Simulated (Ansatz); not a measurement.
Consider the substitution at a C–O bond: `C[SiH2]OC(F)F` + `OC(F)CF` → `FCC(F)OC(F)F` + `C[SiH2]O`.

Gas-phase electronic energies from Ansatz, PBE0-D4/def2-TZVP geometries. CCSD(T)/CBS adds triple-zeta CCSD(T) − MP2 to the extrapolated MP2 energy (def2 sets, frozen cores). This one scheme is used for every species. DFT in def2-TZVPP. One conformer a species, not always the lowest.

```csv
species,ωB97X-V energy (Eh)
`C[SiH2]OC(F)F`,-644.28980
`OC(F)CF`,-353.56541
`FCC(F)OC(F)F`,-591.38916
`C[SiH2]O`,-406.46106
```

(1) Work out ΔE.

Largest T1 diagnostic among the species: 0.012.

Results:

(1) ΔE = (-591.38916) + (-406.46106) − (-644.28980) − (-353.56541) = 0.00499 Eh = +0.14 eV. CCSD(T)/CBS gives +0.11 eV.
